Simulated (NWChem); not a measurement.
# Total energies of CH5Si

```xyz
7

C     -0.1540     1.2000     0.0000
Si     0.1699    -0.6650     0.0000
H      0.2837     1.6755     0.8917
H      0.2837     1.6755    -0.8917
H     -1.2388     1.4066     0.0000
H     -0.3918    -1.3236     1.2214
H     -0.3918    -1.3236    -1.2214
```
Charge 0, spin multiplicity 2.

Program: NWChem. The geometry was optimised at UB3LYP/def2-SVP, a minimum by its harmonic frequencies.

Basis set: cc-pVDZ (57 functions).

```tsv
method	total energy (Ha)	relative cost
UHF	-329.67178	1
UMP2	-329.90923	under 3
UB2PLYP	-330.36632	under 3
UPBE	-330.33234	under 3
UB3LYP	-330.57355	under 3
UBHandHLYP	-330.52183	under 3
```

Total energies of different functionals aren't comparable as a measure of quality: only differences taken within one method are. Costs are rough ratios of processor time within this set of runs, SCF included, with UHF as 1.

The correlated methods keep 6 core orbitals frozen. B3LYP has NWChem's definition, with VWN1-RPA local correlation. The structure started from a generated list of species. The unpaired electrons of the parent sit in orbitals of symmetry a' (Cs labels of the run); other states weren't searched. No SCF solution was tested for a lower state. Open-shell Hartree-Fock references start from PBE0 orbitals; any time given for them includes that run.
